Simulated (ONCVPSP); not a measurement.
strontium: excitation energies, all-electron against ONCV

strontium (Sr), optimised norm-conserving Vanderbilt (ONCV), made with ONCVPSP 4.0.1 (PBE, scalar-relativistic). Core [Ar] 3d10, reference 4s2 4p6 5s2. Waves: 4s+5s: rc 2.15 bohr, ncon 4, nbas 8, qcut 5.4 1/bohr, 2 projectors; 4p: rc 1.60 bohr, ncon 5, nbas 9, qcut 5.6 1/bohr, 2 projectors, debl 2.5 Ha; d scattering state at 0.21 Ha: rc 2.35 bohr, ncon 3, nbas 7, qcut 4.7 1/bohr, 2 projectors, debl 2 Ha. Local part: polynomial inside 1.20 bohr (lpopt 5, dvloc0 1 Ha). Core correction: none.

In the d channel the program set the typed energies aside and used 0.050, 2.050 Ha.

Energies are relative to the spin-unpolarised reference configuration 4s2 4p6 5s2; without spin polarisation the order of configurations can differ from experiment.

```
valence configuration  charge  ΔE all-electron (eV)  error AE − PS (meV)
          4s2 4p6 5s1      +1                 5.885                 -0.5
          4s2 4p6 5s0      +2                16.891                 -2.2
```

Question: What are ΔE and the potential's error for 4s2 4p6 4d0.5 5s1.5?

Answer: ΔE = 1.146 eV all-electron; the error (AE − PS) is -1.0 meV.

Question: What are ΔE and the potential's error for 4s2 4p6 5s1.5?

Answer: ΔE = 2.339 eV all-electron; the error (AE − PS) is -0.2 meV.

Note: no bound ghost flagged; GHOST(+) flagged for s at 96.6 eV.
